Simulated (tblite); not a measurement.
Species: C₂H₇N₂Si (doublet state).
Atom-mapped SMILES: `[N:1]=[CH:2][CH2:3][NH:4][SiH3:5]` (hydrogens: H6 on C2; H7, H8 on C3; H9 on N4; H10, H11, H12 on Si5)

Structure optimised with GFN2-xTB, isolated species. This method treats the open shell by occupation alone, without spin polarisation.

(1) List the bond lengths, angles and torsions at this level.

Results:

(1) 
```csv
bond,length (pm)
N1=C2,121.2
C2–C3,155.7
C3–N4,141.9
N4–Si5,173.1
C2–H6,109.7
"C3–H7, C3–H8",109.2
N4–H9,100.9
"Si5–H10, Si5–H11",146.0
Si5–H12,147.0
```

Bonds in one row agree within 1 pm and their mean is given. A selection of angles:
```csv
angle,degrees
N1–C2–C3,124.9
N1–C2–H6,125.4
C3–C2–H6,109.6
C2–C3–N4,111.9
C2–C3–H7,107.8
C2–C3–H8,106.5
N4–C3–H7,111.1
N4–C3–H8,109.5
H7–C3–H8,109.9
C3–N4–Si5,123.8
C3–N4–H9,112.2
Si5–N4–H9,118.0
N4–Si5–H10,105.0
N4–Si5–H11,103.6
N4–Si5–H12,113.9
H10–Si5–H11,114.5
H10–Si5–H12,109.2
H11–Si5–H12,110.7
```

Dihedral angles: N1–C2–C3–N4 119° (anticlinal); C2–C3–N4–Si5 75° (synclinal). The mirror-image conformer, all signs reversed, is as good.

The C–N distances run from 1.212 Å (N1=C2, drawn double) to 1.419 Å (C3–N4, drawn single), a spread of 0.207 Å. C2 (carbon bonded to C, N and H) is planar (angles 125.4°, 124.9° and 109.6°, sum 360.0°, 0.01 Å off the plane of its three neighbours). N4 (nitrogen bonded to C, Si and H) has angles 123.8°, 118.0° and 112.2°, sum 354.0°, 0.19 Å off the plane of its three neighbours. Si5 (silicon bonded to N and 3 H) is distorted tetrahedral (angles from 103.6° to 114.5°). Of the pairs four or more bonds apart, Si5···H6 is among the closest relative to their van der Waals radii: 3.11 Å, 94 % of the sum of Bondi's values.

Point group: C1 (no symmetry element, even within 0.4 Å). Its GFN2-xTB frequencies are all real (lowest 59 cm⁻¹).

All values are computed, not measured.
